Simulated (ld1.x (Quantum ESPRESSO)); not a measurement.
**Transferability test, TM potential for Te**

ld1.x (Quantum ESPRESSO) 7.5 input, shortened:

```
&input
   title='Te', zed=52., rel=1, dft='PBESOL', iswitch=3,
   config='[Kr] 4d10 5s2 5p4'
 /
 &inputp
   pseudotype=2, tm=.true., lloc=0,
   nlcc=.false.
 /
3
5P  2  1   4.00   0.00  1.65  1.65  0.0
4D  3  2  10.00   0.00  0.95  0.95  0.0
5S  1  0   2.00   0.00  1.75  1.75  0.0
 &test
   configts(1)='4d10 5s2 5p4'
 /
```

Energies are relative to the spin-unpolarised reference configuration 4d10 5s2 5p4; without spin polarisation the order of configurations can differ from experiment.

```tsv
valence configuration	charge	ΔE all-electron (eV)	error AE − PS (meV)
4d10 5s2 5p3	+1	9.753	-0.7
4d10 5s2 5p1	+3	54.678	+1.6
4d9 5s2 5p4	+1	49.194	-303
4d10 5s2 5p4.3	-0.3	-1.472	+0.4
4d10 5s1 5p4	+1	19.626	+3.2
```

Task: What are ΔE and the potential's error for 4d10 5s2 5p2?

Result: ΔE = 27.722 eV all-electron; the error (AE − PS) is +0.2 meV.

Task: What are ΔE and the potential's error for 4d10 5s2 5p3.5?

Result: ΔE = 3.907 eV all-electron; the error (AE − PS) is -0.6 meV.

Levels in the configuration 4d10 5s2 5p2:

```tsv
level	all-electron (eV)	pseudo (eV)
4d	-60.948	-60.858
5s	-32.801	-32.786
5p	-22.357	-22.350
```

ld1.x printed “convergence not achieved” for 7 of the counted tests; their residual had stalled under 1e-8, short of the target of 1e-14.

Note: ghost state, extra bound levels that the all-electron valence spectrum of the same l lacks: p at -2703.8 eV. A true bound ghost makes a file unfit for plane-wave use.
